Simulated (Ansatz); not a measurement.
Gas-phase electronic energies from Ansatz, PBE0-D4/def2-TZVP geometries. CCSD(T)/CBS adds triple-zeta CCSD(T) − MP2 to the extrapolated MP2 energy (def2 sets, frozen cores). This one scheme is used for every species. DFT in def2-TZVPP. For Ge outer-core shells are correlated without core-valence functions, which leaves a few kJ/mol of doubt a bond. Scalar relativity is left out up to krypton. Each species was taken in one conformer, which may not be the lowest.

Reaction (hydrogenolysis of a C–C bond): `OC[CH2][GeH3]` + H₂ → CH₃OH + `[CH3][GeH3]`

Q: Is it downhill or uphill in electronic energy at CCSD(T)/CBS, and by how much? (Best estimate.)

A: Computed: Downhill: ΔE = -52.8 kJ/mol.

Q: What do these levels give: B2PLYP, PBE, PBE0, HF/def2-TZVPP, HF/CBS(def2), CCSD/CBS(def2)? (Best estimate.)

A: The calculation gave: B2PLYP -62.2, PBE -59.2, PBE0 -62.1, HF/def2-TZVPP -78.8, HF/CBS(def2) -79.1, CCSD/CBS(def2) -57.4 kJ/mol.

Largest T1 diagnostic among the species: 0.011.

The D4 term adds +9.6 kJ/mol with B3LYP and +5.3 kJ/mol with PBE0; it sums over pairs of atoms, weighted by their polarisabilities, and B3LYP, whose exchange is more repulsive, gets the larger term. In def2-TZVPP, CCSD(T) changes the Hartree–Fock value by +23.7 kJ/mol (the triples alone add +4.6 kJ/mol) and MP2 by +27.9 kJ/mol.

B3LYP here is the variant with VWN-RPA as its local correlation; programs differ in this.
